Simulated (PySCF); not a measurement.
Computed shifts of a molecule C2H8Ge2, KT2/pcSseg-1 run with PySCF, GIAO, gas phase, equivalent atoms averaged, in ppm (number of nuclei): ¹³C: 144.7 (2). ¹H: 7.02 (2), 4.51 (6). References: ⁷³Ge against GeH4 (σ = 1669.3 ppm); ¹³C against TMS (σ = 185.1 ppm); ¹H against TMS (σ = 31.47 ppm), references at their B3LYP-D3(BJ)/def2-TZVP geometries, non-relativistic. Coordinates come from a PBE0-D3(BJ)/def2-SVP optimisation. One conformer was computed; it need not be the lowest.

### Question
Pick the molecule that these values belong to.
(A) [GeH3]/[CH]=[CH]/[GeH3]
(B) C=[CH][GeH2][GeH3]
(C) [CH2]1[CH2][GeH2][GeH2]1
(D) C=[C]([GeH3])[GeH3]

### Answer
A, [GeH3]/[CH]=[CH]/[GeH3]
